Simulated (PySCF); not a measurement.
The first ionisation energy along the 3d series

All values are computed (PySCF 2.14, energy differences of UHF-based or UKS calculations, no spin-orbit coupling). Values in eV. The last column holds reference values (NIST; (s) semi-empirical, (t) theoretical, else measured). Unmarked ones compare directly (S terms, centres of terms, or small fine structure); those marked * lie between the lowest fine-structure levels and include a spin-orbit shift.

```
                               element                 configurations    UHF    LDA    PBE   PBE0  MP2 (valence)  SCS-MP2 (valence)  reference
    Mn (aug-cc-pVQZ, non-relativistic)    [Ar] 3d5 4s2 → [Ar] 3d5 4s1  5.972  7.488  7.162  7.024          7.007              7.239      7.434
    Co (aug-cc-pVQZ, non-relativistic)        [Ar] 3d7 4s2 → [Ar] 3d8  7.850  7.371  7.274  7.373          6.907              6.919      7.869
Cu (aug-cc-pVQZ-PP with ECP10MDF, ECP)      [Ar] 3d10 4s1 → [Ar] 3d10  6.583  8.626  8.338  7.936          7.675              7.505      7.726
Zn (aug-cc-pVQZ-PP with ECP10MDF, ECP)  [Ar] 3d10 4s2 → [Ar] 3d10 4s1  7.792  9.910  9.563  9.251          9.227              9.242      9.394
```

```json
{"method": "UHF", "elements": "4", "mean error (eV)": "-1.056", "mean absolute error (eV)": "1.056", "largest error (eV)": "-1.602"}
{"method": "LDA", "elements": "4", "mean error (eV)": "0.243", "mean absolute error (eV)": "0.492", "largest error (eV)": "0.899"}
{"method": "PBE", "elements": "4", "mean error (eV)": "-0.022", "mean absolute error (eV)": "0.412", "largest error (eV)": "0.612"}
{"method": "PBE0", "elements": "4", "mean error (eV)": "-0.210", "mean absolute error (eV)": "0.315", "largest error (eV)": "-0.496"}
{"method": "MP2 (valence)", "elements": "4", "mean error (eV)": "-0.402", "mean absolute error (eV)": "0.402", "largest error (eV)": "-0.962"}
{"method": "SCS-MP2 (valence)", "elements": "4", "mean error (eV)": "-0.380", "mean absolute error (eV)": "0.380", "largest error (eV)": "-0.950"}
```

Errors include the incompleteness of the basis and the frozen core.

"Valence" correlates the outer s and p shells and, in groups 3 to 12 and the f block, the outer d or f shell, open or full, or the next shell where the ion has no valence electron left; the wider scheme adds the next inner shell.
